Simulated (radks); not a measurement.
Task: Spherical quantum dot in the effective-mass picture: electrons in a hard-walled sphere of radius 12.7, with a point charge +2 (a donor) at the centre, all in effective atomic units (hartree* = m*/eps^2 hartree, bohr* = eps/m* bohr), one dielectric constant everywhere. Method: non-relativistic Kohn-Sham, LDA (Slater exchange, Perdew-Wang correlation), spin-polarised, spherical densities; computed with a radial shooting solver with Libxc functionals. Levels are named by radial order and angular momentum (1s, 1p, 1d, 2s, ...), and open shells are averaged over m. Results are scaled to m* = 0.028 and eps = 12, for which hartree* = 5.291 meV and bohr* = 22.68 nm. At N = 15 the configuration is 1s2 1p6 1d(up 5, down 0) 2s2. Does electron 16 go into 1f down or 1d down or 1f up?

Result: Into 1d down. The total energies of the other choices lie higher by 0.0888 meV (1f up), 0.179 meV (1f down).
